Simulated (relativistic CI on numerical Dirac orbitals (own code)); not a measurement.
Mn⁶⁺: L2,3 absorption edge

Computed with this model: Dirac-Coulomb-Breit CI, orbitals from a KLI potential per configuration, model QED, valence Slater integrals scaled by 0.7, multiplet model of core-to-valence dipole absorption; configurations [Ar] 3d → [He] 2s2 2p5 3s2 3p6 3d2; 300 K; Lorentzian 0.6 eV and Gaussian 0.3 eV FWHM. Energies are those of the free ion, without screening or charge transfer. The branching ratio is the share of the lower-energy edge in the whole absorption, uncertain by about 0.02 where the edges overlap. S is read from ⟨S²⟩ = S(S + 1).

Field parameters in Wybourne normalisation: Td as Oh with Dq negative (B⁴₀ = 21Dq, B⁴₄ = √(5/14) B⁴₀). The field is a parameter set, without covalency.

Computed curve for Td, 10Dq = -15750 cm⁻¹, scaled to 100 at the maximum (points under 2 are left out and the grid is thinned):

| Energy (eV) | Intensity |
| --- | --- |
| 652.1 | 2.3 |
| 652.4 | 4.5 |
| 652.8 | 6.3 |
| 653.1 | 5.2 |
| 653.5 | 3.9 |
| 653.8 | 4.4 |
| 654.2 | 5.9 |
| 654.5 | 7.8 |
| 654.9 | 9.9 |
| 655.2 | 9.9 |
| 655.6 | 11.8 |
| 655.9 | 13.3 |
| 656.3 | 14.6 |
| 656.6 | 19.9 |
| 657.0 | 33.4 |
| 657.3 | 41.5 |
| 657.7 | 46.6 |
| 658.0 | 62.1 |
| 658.4 | 81.1 |
| 658.7 | 68.1 |
| 659.1 | 49.6 |
| 659.4 | 40.4 |
| 659.8 | 25.1 |
| 660.1 | 18.9 |
| 660.5 | 13.9 |
| 660.8 | 13.4 |
| 661.2 | 8.2 |
| 661.5 | 5.9 |
| 661.9 | 5.8 |
| 662.2 | 8.2 |
| 662.6 | 15.5 |
| 662.9 | 16.1 |
| 663.3 | 17.2 |
| 663.6 | 11.0 |
| 664.0 | 8.5 |
| 664.3 | 12.1 |
| 664.7 | 18.2 |
| 665.0 | 17.8 |
| 665.4 | 19.9 |
| 665.7 | 28.5 |
| 666.1 | 36.5 |
| 666.4 | 27.3 |
| 666.8 | 31.3 |
| 667.1 | 38.3 |
| 667.5 | 54.3 |
| 667.8 | 75.9 |
| 668.2 | 97.8 |
| 668.5 | 70.4 |
| 668.9 | 44.1 |
| 669.2 | 40.4 |
| 669.6 | 22.7 |
| 669.9 | 13.1 |
| 670.3 | 8.9 |
| 670.6 | 7.2 |
| 671.0 | 4.0 |
| 671.3 | 2.9 |
| 671.7 | 2.2 |
| 672.5 | 2.1 |
| 672.9 | 2.8 |
| 673.2 | 2.0 |

The ground state has S = 0.50, and the centroid lies at 663.05 eV.
